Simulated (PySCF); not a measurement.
Deuteron quadrupole couplings in `N[SiH](N)N[SiH2]O`

Species: H9N3OSi2.
SMILES with atom numbers: `[NH2:1][SiH:2]([NH2:3])[NH:4][SiH2:5][OH:6]` (hydrogens: H7, H8 on N1; H9 on Si2; H10, H11 on N3; H12 on N4; H13, H14 on Si5; H15 on O6)

Structure used (GFN2-xTB), in Å, numbered top down from 1:
```xyz
15
H9N3OSi2 angstrom
N      2.2980   -0.8282   -0.2754
Si     0.9194    0.0189    0.3285
N      1.0614    1.6197   -0.2941
N     -0.4502   -0.9331   -0.1581
Si    -2.0903   -0.4046   -0.2351
O     -2.2788    0.8728    0.7505
H      3.1798   -0.3587   -0.1541
H      2.3978   -1.7902    0.0038
H      0.8252    0.1977    1.7869
H      0.2480    2.2059   -0.2021
H      1.4415    1.7239   -1.2217
H     -0.2439   -1.7924   -0.6368
H     -2.9172   -1.5434    0.1736
H     -2.4888    0.1739   -1.5153
H     -1.9061    0.8459    1.6273
```

Level: PBE0/pcSseg-1 (PySCF, non-relativistic); Q(2H) = 0.00286 b; rigid geometry, the same for H and D, with no vibrational averaging.

Problem. Rank these positions by the coupling χzz of a deuteron there, largest first.
A. H15 (hydroxyl hydrogen)
B. H8 (N–H hydrogen)
C. H12 (N–H hydrogen)
D. H13 (Si–H hydrogen)

Solution. A (344 kHz), C (298 kHz), B (290 kHz), D (105 kHz).

Problem. Tabulate Vzz, the asymmetry η and χzz = 234.96 MHz × Q × Vzz for every hydrogen position.

Solution. 
| atom | bonded to | bond length (Å) | Vzz (au) | η | χzz (kHz) |
| --- | --- | --- | --- | --- | --- |
| H7 | N1 | 1.006 | 0.4310 | 0.15 | 290 |
| H8 | N1 | 1.007 | 0.4316 | 0.16 | 290 |
| H9 | Si2 | 1.472 | 0.1540 | 0.06 | 103 |
| H10 | N3 | 1.007 | 0.4281 | 0.16 | 288 |
| H11 | N3 | 1.008 | 0.4277 | 0.15 | 287 |
| H12 | N4 | 1.005 | 0.4436 | 0.15 | 298 |
| H13 | Si5 | 1.466 | 0.1565 | 0.03 | 105 |
| H14 | Si5 | 1.460 | 0.1605 | 0.01 | 108 |
| H15 | O6 | 0.953 | 0.5115 | 0.06 | 344 |

Problem. Average by the element that carries the hydrogen.

Solution. on N: 291 kHz over 5 positions, mean bond length 1.007 Å; on Si: 106 kHz over 3 positions, mean bond length 1.466 Å; on O: 344 kHz over 1 position, mean bond length 0.953 Å.

The structure is a single GFN2-xTB conformer in the gas phase; no vibrational or solvent corrections. GFN2-xTB bond lengths can be off by several hundredths of an ångström, more for odd bonds, and the gradients follow them. With so small a basis the couplings can be 20 % off.
